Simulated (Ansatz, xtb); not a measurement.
Relative energy of two isomers of C7H14

We compare X, `CC1(C)CCCC1`, a singlet, with Y, `CC1CCCCC1`, a singlet. Both are isolated molecules in the gas phase, relaxed with B3LYP/def2-SVP, each in the lowest conformer that the search found.

Energies in hartree; the thermal terms are from GFN2-xTB frequencies at re-optimised GFN2-xTB minima (ideal gas, soft modes damped towards free rotors, one conformer each, 298.15 K, 1 atm) and include the zero-point energy:

```
                              X           Y
E, CCSD(T)/def2-SVP  −274.166364  −274.171689
    E, MP2/def2-SVP  −274.044529  −274.049352
  E, MP2/def2-TZVPP  −274.551790  −274.554859
  zero-point energy     0.194794     0.196344
       H(298 K) − E     0.203575     0.204364
       G(298 K) − E     0.163241     0.165841
```

Question: Correct the CCSD(T) difference for the basis set by the MP2 change, then work out ΔE, ΔE₀, ΔH and ΔG for X → Y in kcal/mol (1 Eh = 627.51 kcal/mol) and the equilibrium ratio [Y]/[X].

Answer: 1. Differences Y − X: CCSD(T) −0.005325, MP2 in the small set −0.004823, MP2 in the large set −0.003069 Eh.
2. ΔE = −0.005325 + (−0.003069 − (−0.004823)) = −0.003571 Eh = −2.24 kcal/mol.
3. ΔE₀ = ΔE + ΔZPE = −0.003571 + (+0.001550) Eh = −1.27 kcal/mol.
4. ΔH = ΔE + (+0.000789) Eh = −1.75 kcal/mol.
5. ΔG = ΔE + (+0.002600) Eh = −0.61 kcal/mol, so ΔS = (ΔH − ΔG)/T = −15.9 J/(mol K).
6. kT = 0.9442 mEh, so K = [Y]/[X] = exp(−ΔG/kT) = exp(+1.03) ≈ 2.8.

The two are too close for this level to say which is favoured. An error of 1 kcal/mol in ΔG would change K by a factor of 5.4. Mirror images and further conformers aren't counted.

As drawn, both hold the same kinds of bond in the same numbers. Structure X has 2 methyl groups, Y 1. Structure X has a 5-membered ring, Y a 6-membered ring.

Tabulated enthalpies of formation at 298 K (CRC Handbook of Chemistry and Physics) are −138.2 kJ/mol for X and −154.7 kJ/mol for Y, so the tabulated ΔH is −3.94 kcal/mol and the calculation departs from it by +2.20 kcal/mol.

Other levels gave ΔE = −1.3 (GFN2-xTB); −4.1 (HF/STO-3G, GFN2-xTB geometries); −4.6 (r2SCAN-D4/def2-SVP, GFN2-xTB geometries); −5.0 (B3LYP/def2-SVP); −4.7 (HF/def2-SVP); −3.0 (MP2/def2-SVP); −3.3 (CCSD(T)/def2-SVP) kcal/mol. The correlated steps freeze 7 core orbitals. Programs: Ansatz 0.2.0, xtb 6.7.1.
